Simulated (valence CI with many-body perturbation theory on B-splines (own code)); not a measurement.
Results of a calculation; reference values are marked as such.
## Run record, Cs50+

Method: configuration interaction combined with many-body perturbation theory (CI+MBPT): three valence electrons over a frozen Dirac-Fock core [He], radial functions for each j: 6 s, 6 p, 5 d, 3 f, 1 g, with the one-electron correlation potential Σ1 (screened to all orders), the two-electron term Σ2, the three-electron term Σ3, Breit, model QED; selected single and double excitations, second order for the rest, scaled by the run's own slope (own B-spline code, finite nucleus).

Command, and the settings that its task file holds:

```sh
python run_cv.py task.json out
```

```
atom Cs  Z=55  mass_number=133  rms_radius_fm=4.8041
core [He]
valence 2s2 2p1
avg = 1
basis = S
breit = 1
cap = 3000
capref = 1200
cscale = 1
de = 0.0
dress = 0
eps = 2e-08
extrap = 1
h = 0.27
hh = 1
l2 = 3
lcore = 6
maxit = 60
n2 = 5
natural = 1
nlev = 21
nno = [3, 3, 3, 2, 1]
nroot = 26
nsp = [3, 3, 2, 1, 0]
pt2 = 1
qed = 1
rpa = 1
s1 = 1
s2 = 1
s3 = 1
screen = 1
tol = 2e-05
whole = 1
```

It took 3.4 s on 1 thread of Arm Neoverse V1, with other jobs on the host.

Log. The first blocks belong to the next ion, which gives the ionisation energy. Fields: 2J, parity (1 odd), roots, reference size, generating configurations, candidates as configurations/state functions, variational space P, stored matrix elements, Davidson steps; e2 is the range of second-order energies in hartree. The first line gives the box (bohr), its intervals, the orbitals and the steps of their self-consistent field. Window is the range of levels sought, series limit the energy at which the first omitted orbital would enter, core excitation an estimate of the first excitation out of the core, left out the lowest levels not solved, and shifts from estimates the range by which levels moved from their first estimate, all in cm⁻¹.

```
rmax 1.1 intervals 54 orbitals 36 references ['2s2 2p', '2s 2p2', '2p3'] scf 2 t 0.3
2J=0 par=0 roots 2 ref 15 generators 3 cand 92/92 P 107/107 nnz 0 it 0
   second order: generators 4 cand 0/0 e2 -0.00000 -0.00000
2J=0 par=1 roots 2 ref 11 generators 3 cand 73/73 P 84/84 nnz 0 it 0
   second order: generators 7 cand 0/0 e2 -0.00000 -0.00000
2J=2 par=1 roots 2 ref 28 generators 2 cand 188/188 P 214/214 nnz 0 it 0
2J=2 par=1 roots 2 ref 28 generators 2 cand 2/2 P 216/216 nnz 0 it 0
   second order: generators 4 cand 0/0 e2 -0.00000 -0.00000
reference levels 291, estimated 243, window 44967808 1/cm; series limit 58767727, core excitation 251997573
2J=1 par=1 roots 8 ref 32 generators 10 cand 1427/2051 P 428/600 nnz 0 it 0
2J=1 par=1 roots 8 ref 32 generators 13 cand 1215/1797 P 1247/1816 nnz 0 it 6
   second order: generators 15 cand 517/745 e2 -0.00000 -0.00000
2J=1 par=0 roots 9 ref 34 generators 12 cand 1425/2060 P 440/600 nnz 0 it 0
2J=1 par=0 roots 9 ref 34 generators 14 cand 1213/1808 P 1260/1845 nnz 0 it 5
   second order: generators 17 cand 514/727 e2 -0.00000 -0.00000
2J=3 par=1 roots 10 ref 47 generators 14 cand 1964/3920 P 325/600 nnz 0 it 0
2J=3 par=1 roots 10 ref 47 generators 15 cand 1671/3367 P 1464/2997 nnz 1.3e+06 it 6
   second order: generators 15 cand 532/970 e2 -0.00000 -0.00000
2J=3 par=0 roots 8 ref 45 generators 10 cand 1733/3357 P 323/599 nnz 0 it 0
2J=3 par=0 roots 8 ref 45 generators 12 cand 1656/3347 P 1331/2685 nnz 1.1e+06 it 7
   second order: generators 15 cand 844/1766 e2 -0.00000 -0.00000
2J=5 par=0 roots 5 ref 39 generators 9 cand 1767/3743 P 358/599 nnz 0 it 0
2J=5 par=0 roots 5 ref 39 generators 12 cand 1653/3721 P 1314/2727 nnz 1.1e+06 it 5
   second order: generators 14 cand 893/2180 e2 -0.00001 -0.00000
2J=5 par=1 roots 5 ref 36 generators 7 cand 1778/3957 P 338/600 nnz 0 it 0
2J=5 par=1 roots 5 ref 36 generators 9 cand 1654/3696 P 1381/3000 nnz 1.4e+06 it 5
   second order: generators 10 cand 611/1296 e2 -0.00000 -0.00000
2J=7 par=1 roots 2 ref 21 generators 4 cand 1404/3144 P 336/600 nnz 0 it 0
2J=7 par=1 roots 2 ref 21 generators 4 cand 1084/2565 P 1066/2340 nnz 0 it 5
   second order: generators 5 cand 354/825 e2 -0.00000 -0.00000
2J=7 par=0 roots 1 ref 19 generators 2 cand 1176/2614 P 305/600 nnz 0 it 0
2J=7 par=0 roots 1 ref 19 generators 3 cand 885/2033 P 628/1384 nnz 0 it 4
   second order: generators 4 cand 782/1756 e2 -0.00000 -0.00000
left out: unestimated 65196654, estimated 47752724, shifts from estimates -121 to 173
operators 0.1
```

The Davidson iterations converged.

The last digits are not significant, and no measured levels were compared; by estimate large intervals hold to a few tenths of a per cent, small ones and those within an open d or f shell to about a per cent.

* Valence energy: -1095.752 hartree
* Ionisation energy: 9623.5 eV (NIST: 9629 ± 4 eV (theoretical))
* Reference configurations for the orbitals: 2s2 2p, 2s 2p2, 2p3
* Radial orbitals: 36
* Box radius: 1.145 bohr
* Largest variational space: 3000
* Lowest levels: (2s^2 2p1/2) J=1/2 0.000, (2s 2p1/2^2) J=1/2 12.349, (2s^2 2p3/2) J=3/2 28.547, (2s 2p1/2 2p3/2) J=3/2 [a] 37.158, (2s 2p1/2 2p3/2) J=5/2 39.533, (2s 2p1/2 2p3/2) J=1/2 43.292, (2s 2p1/2 2p3/2) J=3/2 [b] 43.294, (2p1/2^2 2p3/2) J=3/2 56.480, (2s 2p3/2^2) J=5/2 67.039, (2s 2p3/2^2) J=1/2 72.580, (2s 2p3/2^2) J=3/2 72.656, (2p1/2 2p3/2^2) J=3/2 82.632, (2p1/2 2p3/2^2) J=5/2 84.099, (2p1/2 2p3/2^2) J=1/2 86.978 Ry

Levels are named by their leading jj configuration (3d3/2^4 stands for four electrons in 3d with j = 3/2), which in mixed levels can hold well under half, so a name can repeat and another be missing. Letters in brackets count levels of one name in rising energy.
